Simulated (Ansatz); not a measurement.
Be₉ (the lowest singlet isomer of a short search), 9 atoms. Hardware: 4 threads of Arm Neoverse V2 on a shared host.

Q: How many basis functions does each of these Ansatz runs have, and roughly what does it cost? PBE0/def2-TZVP, charge 0 triplet at the geometry of the charge 0 singlet, energy; B97M-V/def2-TZVP, charge 0 singlet, energy, from earlier orbitals; r2SCANh/def2-TZVP, charge 0 singlet, energy, from earlier orbitals; PBE0/def2-SVP, charge -1 doublet at the geometry of the charge 0 singlet, energy with a search over starts; PBE0/def2-TZVPD, charge -1 doublet, energy, from earlier orbitals; PBE0/def2-SVP, charge 0 singlet, energy with a search over starts; PBE0/def2-SVP, charge 0 singlet, energy, from earlier orbitals; r2SCAN/def2-TZVP, charge 0 triplet at the geometry of the charge 0 singlet, energy, from earlier orbitals; r2SCAN/def2-TZVPD, charge 0 singlet, energy, from earlier orbitals; PBE0/def2-TZVP, charge 0 singlet, energy and forces, from earlier orbitals; PBE/def2-TZVPD, charge -1 doublet at the geometry of the charge 0 singlet, energy, from earlier orbitals; PBE/def2-TZVPD, charge 0 singlet, energy, from earlier orbitals.

A: Other jobs shared the machine, so times can vary by a factor of up to 3. A dash marks memory too small to be measured apart from the calling script's.

```
                                                                                                       run  functions  fitting or Cholesky vectors  wall time  peak host memory (GiB)
                                            PBE0/def2-SVP, charge 0 singlet, energy, from earlier orbitals         81                         1152      1.3 s                       –
                                         PBE0/def2-SVP, charge 0 singlet, energy with a search over starts         81                         1152      1.3 s                       –
                                           PBE/def2-TZVPD, charge 0 singlet, energy, from earlier orbitals        198                         1413      2.1 s                       –
                                PBE0/def2-TZVP, charge 0 singlet, energy and forces, from earlier orbitals        171                         1269      2.8 s                       –
                                        r2SCANh/def2-TZVP, charge 0 singlet, energy, from earlier orbitals        171                         1269      4.1 s                       –
  PBE/def2-TZVPD, charge -1 doublet at the geometry of the charge 0 singlet, energy, from earlier orbitals        198                         1413      4.1 s                       –
                                        r2SCAN/def2-TZVPD, charge 0 singlet, energy, from earlier orbitals        198                         1413      4.3 s                       –
PBE0/def2-SVP, charge -1 doublet at the geometry of the charge 0 singlet, energy with a search over starts         81                         1152      4.9 s                       –
                                         PBE0/def2-TZVPD, charge -1 doublet, energy, from earlier orbitals        198                         1413        6 s                    0.64
                                         B97M-V/def2-TZVP, charge 0 singlet, energy, from earlier orbitals        171                         1269      7.5 s                       –
                          PBE0/def2-TZVP, charge 0 triplet at the geometry of the charge 0 singlet, energy        171                         1269       11 s                    0.65
 r2SCAN/def2-TZVP, charge 0 triplet at the geometry of the charge 0 singlet, energy, from earlier orbitals        171                         1269       18 s                       –
```
